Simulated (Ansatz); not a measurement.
Computed with Ansatz.

A structure relaxed at PBE0-D4/def2-TZVP, charge 0, multiplicity 1:

Cartesian coordinates in Å:
```
C -1.0352 0.1622 -1.6979
Al -0.6735 0.7852 0.1200
Si -0.0026 -0.7888 1.8213
Sb 2.3015 0.0521 0.8902
H -0.7004 0.8844 -2.4468
H -0.5512 -0.7952 -1.9047
H -2.1125 0.0224 -1.8368
H -0.8810 2.2773 0.6284
H 0.0226 -0.4777 3.2758
H 0.0318 -2.2640 1.6346
H 1.3989 1.2093 -0.0863
H 2.2015 -1.0671 -0.3979
```

**Question.** Give its formula and SMILES.

**Answer.** CH8AlSbSi, `[CH3][AlH][SiH2][SbH2]`.

**Question.** Summarise the bond lengths by kind.

**Answer.** 1 × Al–C 1.955 Å; 3 × C–H 1.093 to 1.095 Å; 1 × Al–Si 2.413 Å; 1 × Al–H 1.590 Å; 1 × Sb–Si 2.624 Å; 2 × H–Si 1.487 to 1.488 Å; 2 × H–Sb 1.709 to 1.763 Å.
